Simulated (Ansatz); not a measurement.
Computed with Ansatz on PBE0-D4/def2-TZVP structures; ΔE is electronic, products minus reactants. CBS: MP2 limit from def2 TZ/QZ plus the TZ coupled-cluster correction, frozen cores. This one scheme is used for every species. DFT in def2-TZVPP. For Se outer-core shells are correlated without core-valence functions, which leaves a few kJ/mol of doubt a bond. Scalar relativity is left out up to krypton. One conformer a species, not always the lowest.

Reaction (formal exchange of groups at the Si–Se bond): `CC[SiH2][SeH]` + CH₃SH → `CC[SiH2]CS` + H₂Se

`CC[SiH2][SeH]`:

Z-matrix (Å, degrees):
```
C
C 1 1.524
H 1 1.093 2 111.3
H 1 1.093 2 111.4 3 -120.1
H 1 1.092 2 111.1 3 119.6
Si 2 1.872 1 114.2 3 -60.3
H 2 1.097 1 110.8 3 60.5
H 2 1.096 1 110.7 3 177.8
Se 6 2.286 2 112.7 1 -59.0
H 6 1.487 2 111.0 1 56.4
H 6 1.487 2 110.3 1 177.8
H 9 1.470 6 93.1 2 -66.0
```

CH₃SH:

Z-matrix (Å, degrees):
```
C
S 1 1.806
H 1 1.089 2 111.5
H 1 1.089 2 111.5 3 -123.8
H 1 1.090 2 106.2 3 118.1
H 2 1.342 1 97.1 3 61.9
```

`CC[SiH2]CS`:

Cartesian coordinates in Å:
```
C -1.816 0.087 -0.249
C -0.873 -0.634 0.711
Si 0.748 0.267 0.992
C 1.627 0.628 -0.633
S 1.967 -0.869 -1.598
H -1.377 0.190 -1.245
H -2.053 1.093 0.105
H -2.760 -0.451 -0.366
H -0.656 -1.647 0.354
H -1.349 -0.762 1.689
H 0.471 1.570 1.668
H 1.653 -0.537 1.857
H 1.094 1.362 -1.241
H 2.610 1.052 -0.414
H 0.714 -1.350 -1.629
```

H₂Se:

```xyz
3

Se    0.129    0.598    0.306
H     0.651   -0.765    0.455
H    -0.780    0.166   -0.761
```

CCSD(T)/CBS gives +0.72 eV.

(1) Another level gave +0.68 eV. Which?
A. PBE0/def2-TZVPP
B. HF/def2-TZVPP
C. CCSD(T)/def2-TZVPP
D. r2SCAN-D4/def2-TZVPP

Largest T1 diagnostic among the species: 0.010.

## Answers

(1) C. CCSD(T)/def2-TZVPP 0.68, PBE0 0.78, HF/def2-TZVPP 0.82, r2SCAN-D4 0.73 eV.

In def2-TZVPP, CCSD(T) changes the Hartree–Fock value by −0.13 eV (the triples alone add −0.01 eV) and MP2 by −0.10 eV. The D4 term adds −0.06 eV with B3LYP and −0.04 eV with PBE0; it sums over pairs of atoms, weighted by their polarisabilities, and B3LYP, whose exchange is more repulsive, gets the larger term.

B3LYP here is the variant with VWN-RPA as its local correlation; programs differ in this.
